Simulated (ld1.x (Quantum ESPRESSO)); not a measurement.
**zirconium: one change to a TM potential, before and after**

```
Element                 : zirconium (Zr)
Generator               : ld1.x (Quantum ESPRESSO) 7.5
Type                    : norm-conserving Troullier–Martins (Kleinman–Bylander form)
Functional              : Wu–Cohen
Relativity              : scalar-relativistic
Frozen core             : [Ar] 3d10 4s2
Valence charge          : 10
Reference configuration : 4p6 4d2 5s1.75 5p0 (charge +0.25)
Partial waves           : 5s (bound): rc 2.45 bohr; 4p (bound): rc 1.85 bohr; 4d (bound): rc 2.10 bohr
Local potential         : the d channel
Core correction         : Bessel-smoothed model core, default radius (core density twice the valence density)
```

Change: wave 4p (bound): rc 1.85 bohr becomes 4p (bound): rc 1.28 bohr.

Cutoffs: the cutoffs (Ry, on a coarse ladder) from which the occupation-weighted sum of valence levels, in a spherical-Bessel basis at the reference potential, stays within 10 and 1 mRy of its value at 400 Ry; they do not see the model core or the augmentation charge, which bear on the density cutoff. Errors are all-electron minus pseudo energies relative to the spin-unpolarised reference configuration.

What does the change do?

The potential gets harder (35 Ry and 45 Ry → 55 Ry and 110 Ry); both files keep a bound ghost (s); of the 7 tests that both files solve, the error grows in 1 and shrinks in 0 by more than 15 % and 0.3 meV (median size 9.6 → 15.7 meV). A smaller radius makes the pseudo-wave follow the all-electron one further in, where it bends more sharply, so more plane waves are needed.

```csv
quantity,base,changed
"cutoff, loose",35 Ry,55 Ry
"cutoff, tight",45 Ry,110 Ry
loose cutoff by channel (10 mRy a level),"s 10 Ry, p 18 Ry, d 25 Ry","s 10 Ry, p 45 Ry, d 25 Ry"
bound ghosts,s,s
"error for 4p6 4d2 5s2 5p0, meV [ΔE -1.28 eV]",+0.2,+0.2
"error for 4p6 4d2 5s1 5p0, meV [ΔE 5.90 eV]",-1.9,-1.9
"error for 4p6 4d2 5s0 5p0, meV [ΔE 18.77 eV]",-16,-16
"error for 4p6 4d2 5s0 5p2, meV [ΔE 5.02 eV]",-4.7,-32
"error for 4p6 4d1 5s0 5p0, meV [ΔE 41.35 eV]",+9.6,+8.8
"error for 4p6 4d3 5s0 5p0, meV [ΔE 6.26 eV]",-43,-44
"error for 4p5 4d2 5s2 5p0, meV [ΔE 36.69 eV]",-130,-112
s: phases at 2.66 bohr within 0.05 rad from the reference energy up to (Ry; the scan ends near 5),0.8,0.8
p: phases at 2.66 bohr within 0.05 rad from the reference energy up to (Ry; the scan ends near 5),to the end of the scan,to the end of the scan
d: phases at 2.66 bohr within 0.05 rad from the reference energy up to (Ry; the scan ends near 5),2.7,2.7
```

 A true bound ghost makes a file unfit for plane-wave use even where its test errors are small: the radial tests pick states by their node count and pass the ghost by.
